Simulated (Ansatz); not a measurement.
HI$_{3}$OZr (`[OH][Zr]([I])([I])[I]`), relaxed with RKS PBE0-D4/def2-TZVP in the Gaussian-basis code of Ansatz from a GFN2-xTB geometry. The force threshold is 0.005 eV/Å; the program also tests the step.

Charge 0, multiplicity 1. Zr, I takes the def2 core potential.

Start:

```xyz
6

O     1.109   -0.685    0.966
Zr   -0.136    0.087   -0.117
I    -1.905   -1.729   -1.274
I    -1.775    1.939    1.166
I     0.943    1.482   -2.273
H     1.764   -1.094    1.532
```

| step | energy (eV) | largest force (eV/Å) | largest move (Å) |
| --- | --- | --- | --- |
| 1 | -27654.3168 | 3.058 | 0.000 |
| 2 | -27654.5157 | 0.360 | 0.144 |
| 3 | -27654.5252 | 0.051 | 0.027 |
| 4 | -27654.5256 | 0.009 | 0.005 |
| 5 | -27654.5256 | 0.001 | 0.000 |

End:

```xyz
6

O     1.045   -0.644    0.911
Zr   -0.234    0.145   -0.203
I    -1.834   -1.782   -1.211
I    -1.700    1.895    1.239
I     1.024    1.438   -2.212
H     1.698   -1.051    1.476
```

Hardware: 4 threads of an Intel Xeon Platinum 8375C on a shared host. Wall time 27 s, peak host memory 0.91 GiB.
